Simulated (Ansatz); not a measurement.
The same molecule with X = Si, Ge, Sn. Ansatz, PBE0-D4/def2-TZVP geometries, multiplicity 1.

Elements past krypton have def2 core potentials. Outer-core shells of Br, Ge, Sn are correlated without core-valence functions. Scalar relativity is left out up to krypton. Spin–orbit coupling is left out.

```
 X       molecule  vertical ionisation energy (CCSD(T)/def2-TZVPP) / eV  mean X–Br bond length / Å  mean X–F bond length / Å  HOMO energy (B3LYP/def2-TZVPP) / eV  HOMO energy (PBE0/def2-TZVPP) / eV  HOMO energy (ωB97M-V/def2-TZVPP) / eV
Ge  `[F][Ge][Br]`                                                 10.46                      2.341                     1.749                                -7.99                               -8.19                                 -10.26
Sn  `[F][Sn][Br]`                                                 10.24                      2.515                     1.936                                -7.87                               -8.06                                 -10.10
```

Q: Give the row for X = Si, `F[Si]Br`. (An estimate is asked.)

A: The calculation gave: 
```csv
X,molecule,vertical ionisation energy (CCSD(T)/def2-TZVPP) / eV,mean X–Br bond length / Å,mean X–F bond length / Å,HOMO energy (B3LYP/def2-TZVPP) / eV,HOMO energy (PBE0/def2-TZVPP) / eV,HOMO energy (ωB97M-V/def2-TZVPP) / eV
Si,`F[Si]Br`,10.16,2.255,1.602,-7.64,-7.84,-9.88
```

From Si to Sn the vertical ionisation energy (CCSD(T)/def2-TZVPP) isn't monotonic: highest at Ge, lowest at Si; the mean X–Br bond length rises at each step, by 0.260 Å in all; the mean X–F bond length rises at each step, by 0.334 Å in all; the HOMO energy (B3LYP/def2-TZVPP) isn't monotonic: highest at Si, lowest at Ge; the HOMO energy (PBE0/def2-TZVPP) isn't monotonic: highest at Si, lowest at Ge; the HOMO energy (ωB97M-V/def2-TZVPP) isn't monotonic: highest at Si, lowest at Ge. Bonds lengthen as the atom grows down the group.

B3LYP here is the variant with VWN-RPA as its local correlation; programs differ in this.
